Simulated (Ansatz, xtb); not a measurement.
**Two conformers of BCl3H4OSi**

Structure I: `Cl[BH2-][OH+][SiH](Cl)Cl`, a singlet. Structure II: `Cl[BH2-][OH+][SiH](Cl)Cl`, a singlet. Both are isolated molecules in the gas phase, relaxed with PBE0-D4/def2-SVP.

I (Å):

```xyz
10

B    -0.8446    1.4059    2.6825
Cl    0.2001   -0.0837    3.0216
Cl   -0.2109    1.1942   -1.7816
Cl    2.2494    1.2165    0.4340
O    -0.7699    1.4418    1.0443
Si    0.3604    0.5605    0.0933
H    -2.0160    1.2342    2.9330
H    -0.3294    2.4368    3.0529
H    -1.2428    2.1724    0.6188
H     0.1743   -0.8887    0.1866
```

II (Å):

```tsv
atom	x (Å)	y (Å)	z (Å)
B	2.6148	-0.8883	-0.3399
Cl	3.1658	-2.5921	0.0642
Cl	0.0709	-2.4851	-3.5824
Cl	1.5772	0.5052	-3.7573
O	1.2640	-1.1207	-1.2454
Si	1.6240	-1.3365	-2.9108
H	2.2547	-0.2423	0.6151
H	3.3398	-0.3293	-1.1450
H	0.6432	-1.7426	-0.8336
H	2.9112	-2.0162	-3.0966
```

Task: Estimate E(II) − E(I) at the level CCSD(T)/def2-SVP + ΔMP2/def2-TZVPP.

Result: CCSD(T)/def2-SVP + ΔMP2/def2-TZVPP gives E(II) − E(I) = −4.94 kJ/mol, favouring structure II, but this leans on the basis-set step: CCSD(T) alone gives −3.38 kJ/mol.

The same difference at several levels:

| level | geometry | E(II) − E(I) (kJ/mol) | departure from the last row (kJ/mol) | job, with rough time for the two |
| --- | --- | --- | --- | --- |
| PBE0-D4/def2-SVP | PBE0-D4/def2-SVP | +0.10 | +5.04 | optimisation, 3.4 min |
| HF/def2-SVP | PBE0-D4/def2-SVP | −0.59 | +4.35 | part of the CCSD(T) run |
| MP2/def2-SVP | PBE0-D4/def2-SVP | −3.01 | +1.93 | part of the CCSD(T) run |
| CCSD(T)/def2-SVP | PBE0-D4/def2-SVP | −3.38 | +1.56 | single point |
| CCSD(T)/def2-SVP + ΔMP2/def2-TZVPP | PBE0-D4/def2-SVP | −4.94 |  | single point, 85 s |

PBE0-D4/def2-SVP, HF/def2-SVP find them nearly level. The largest departure from CCSD(T)/def2-SVP + ΔMP2/def2-TZVPP is that of PBE0-D4/def2-SVP, 5.04 kJ/mol. Levels run at GFN2-xTB geometries aren't shown. The last row adds to CCSD(T) the change of the MP2 difference between the two basis sets, here −1.56 kJ/mol.

With thermal terms from frequencies at re-optimised GFN2-xTB minima (ideal gas, soft modes damped towards free rotors, one conformer each, 298.15 K, 1 atm): on the last row, ΔE + ΔZPE = −7.16, ΔH = −6.57, ΔG = −8.93 kJ/mol.

The correlated steps freeze 22 core orbitals. Codes used: Ansatz 0.2.0, xtb 6.7.1; the last row on 2 threads of Intel(R) Xeon(R) Platinum 8175M CPU @ 2.50GHz (Skylake/Cascade Lake) on a shared host.
